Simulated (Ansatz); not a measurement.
Species: C$_{2}$HBCl$_{2}$, charge 0, singlet. C2HBCl2 (dichloro(ethynyl)borane, SMILES B(Cl)(C#C)Cl).
B3LYP-D3(BJ)/def2-TZVP minimum from Ansatz (an electronic-structure program):
```xyz
6

B     -0.0039     0.0091     0.0148
C     -0.3327     0.7763     1.2656
C     -0.5962     1.3913     2.2682
H     -0.8288     1.9341     3.1531
Cl     1.1664    -1.2930     0.0612
Cl    -0.7886     0.4115    -1.4983
```

Total energies in hartree (Ansatz). UHF or UKS for unpaired electrons; spin-orbit terms are left out. Cores are frozen in correlated methods. No relativity. For partners of very few electrons the exact lower level stands in for a higher one.

| species | HF/cc-pV(T+d)Z | CCSD(T)/cc-pV(T+d)Z | HF/cc-pV(Q+d)Z | CCSD(T)/cc-pV(Q+d)Z | CCSD(T)/cc-pV(D+d)Z | CCSDT(Q)/cc-pV(D+d)Z |
|---|---|---|---|---|---|---|
| 1: C2HBCl2 (dichloro(ethynyl)borane, SMILES C#CB(Cl)Cl) | -1020.10879 | -1020.95263 | -1020.12185 | -1021.02634 | -1020.71405 | -1020.71705 |
| 2: B (doublet) | -24.53207 | -24.59810 | -24.53297 | -24.60084 | -24.58941 | -24.58977 |
| 3: C (triplet) | -37.69157 | -37.78076 | -37.69331 | -37.78654 | -37.76038 | -37.76071 |
| 4: H (doublet) | -0.49981 | -0.49981 | -0.49995 | -0.49995 | -0.49928 | -0.49928 |
| 5: Cl (doublet) | -459.48556 | -459.67356 | -459.48916 | -459.69449 | -459.60403 | -459.60445 |

Problem. Work out the atomisation energy (electronic, to ground-state atoms) in kJ/mol: take Hartree-Fock from cc-pV(Q+d)Z, extrapolate the CCSD(T) correlation energy as X^-3 (X = 3, 4), and add CCSDT(Q) - CCSD(T) in cc-pV(D+d)Z. 1 hartree = 2625.5 kJ/mol.

Solution. 
Species 1: correlation (64·(-0.90449) - 27·(-0.84384))/37 = -0.94875; step -0.00300; E1 = -1020.12185 + (-0.94875) + (-0.00300) = -1021.07360
Species 2: correlation (64·(-0.06787) - 27·(-0.06603))/37 = -0.06921; step -0.00036; E2 = -24.53297 + (-0.06921) + (-0.00036) = -24.60254
Species 3: correlation (64·(-0.09323) - 27·(-0.08919))/37 = -0.09618; step -0.00033; E3 = -37.69331 + (-0.09618) + (-0.00033) = -37.78982
Species 4: correlation (64·(0.00000) - 27·(0.00000))/37 = 0.00000; step +0.00000; E4 = -0.49995 + (0.00000) + (+0.00000) = -0.49995
Species 5: correlation (64·(-0.20533) - 27·(-0.18800))/37 = -0.21798; step -0.00042; E5 = -459.48916 + (-0.21798) + (-0.00042) = -459.70756
-1·E1 +1·E2 +2·E3 +1·E4 +2·E5 = 0.97635 hartree = 2563.4 kJ/mol.
